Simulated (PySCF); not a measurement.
Two-component Hartree-Fock for Sb⁴³⁺ (antimony, charge +43)

Start: [He] 2s2 2p4; 2p1/2 filled at m_j = -1/2, +1/2; 2p3/2 filled at m_j = +1/2, +3/2. Calculated with PySCF 2.14 in an uncontracted even-tempered set (17 s from 22 bohr⁻², ratio 2.4; 12 p from 29 bohr⁻², ratio 2.4; 5 d from 100 bohr⁻², ratio 2.6; 4 f from 150 bohr⁻², ratio 2.6): generalised Hartree-Fock with the X2C-1e Hamiltonian and a Gaussian nucleus; one run each with spin-orbit coupling (SO) switched off, then screened by Boettger's factors.

```csv
spinor shell,electrons,"ε, spin-free (eV)","ε, screened SO (eV)",weight of nominal j (screened SO),"rms radius, screened SO (bohr)"
1s1/2,2,-33940.7,-33930.5,1.000,0.0324
2s1/2,2,-7657.5,-7654.5,1.000,0.128
2p1/2,2,-7261.0,-7435.8,0.997,0.110
2p3/2,2,-7261.0,-7175.1,0.998,0.114
```

```
   quantity    spin-free  screened SO
E (hartree)  -4410.79906  -4418.02301
        M_J            2            2
       ⟨J²⟩        6.000        6.000
       ⟨L²⟩        2.000        3.164
       ⟨S²⟩        2.000        1.423
```

Each row is a mean over spinors that exchange with the open shell spreads, by up to 59.031 eV (2s1/2).

Breit and QED terms are absent; they matter most for the inner s and p1/2 levels.

Densities and radii are taken from the X2C orbitals without a picture-change correction, which distorts them close to the nucleus.

Without spin-orbit coupling the j labels of p, d and f shells carry no meaning; the spin-free column gives the mean over the occupied spinors of each nl shell.
